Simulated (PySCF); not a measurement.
# Low-lying terms of Zn (zinc, neutral)

Ground state [Ar] 3d10 4s2, ¹S. Computed with PySCF 2.14 in def2-TZVPPD with one added diffuse shell each of s, p, d, f type (7s7p5d3f1g, 83 functions), with no relativity, point nucleus. Vertical excitation energies in eV without spin-orbit coupling; excited terms of each kind are numbered among those the solver found.

| term | leading excitation | TDA-CAM-B3LYP | TD-CAM-B3LYP | measured centre of gravity (NIST) |
| --- | --- | --- | --- | --- |
| 1 3P° | 4s → p | 3.886 | 3.765 | 4.054 (4s4p) |
| 1 1P° | 4s → p | 5.618 | 5.451 | 5.796 (4s4p) |
| 1 3S | 4s → s | 6.214 | 6.211 | 6.655 (4s5s) |
| 2 3P° | 4s → p | 6.872 | 6.866 | n/a |
| 2 1P° | 4s → p | 7.087 | 7.043 | n/a |
| 1 1D | 4s → d | 7.796 | 7.794 | 7.744 (4s4d) |
| 1 3D | 4s → d | 7.834 | 7.832 | 7.783 (4s4d) |

Oscillator strength of the first ¹S → ¹P° line: TDA-CAM-B3LYP 1.62, TD-CAM-B3LYP 1.34.

Only the lower part of the computed list is shown. Doubly excited terms such as np² are absent. The solver can miss terms. Rydberg members are limited by the diffuse functions of the basis.
